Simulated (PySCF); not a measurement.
## Cl+: ionisation energy

Cl+ [Ne] 3s2 3p4 (3P) → Cl(2+) [Ne] 3s2 3p3 (4S), as a difference of total energies. Computed with PySCF 2.14 in pcseg-2 (5s4p2d1f, 34 functions), with no relativity, point nucleus. Correlated levels: valence: [Ne] frozen. The calculations carry no spin-orbit coupling.

```
           method  ionisation energy (eV)
              UHF                  22.591
            M06-L                  23.671
             MN15                  23.950
    MP2 (valence)                  23.311
SCS-MP2 (valence)                  23.388
   CCSD (valence)                  23.413
CCSD(T) (valence)                  23.434
```

Errors of the correlated levels include the incompleteness of this basis and the frozen core.

**Question.** Which method comes closest to the reference value, and which is furthest?

**Answer.** The reference is 23.771 eV (measured; NIST levels, between the centres of gravity of the two terms). Closest: M06-L (error -0.100 eV); furthest: UHF (error -1.180 eV).
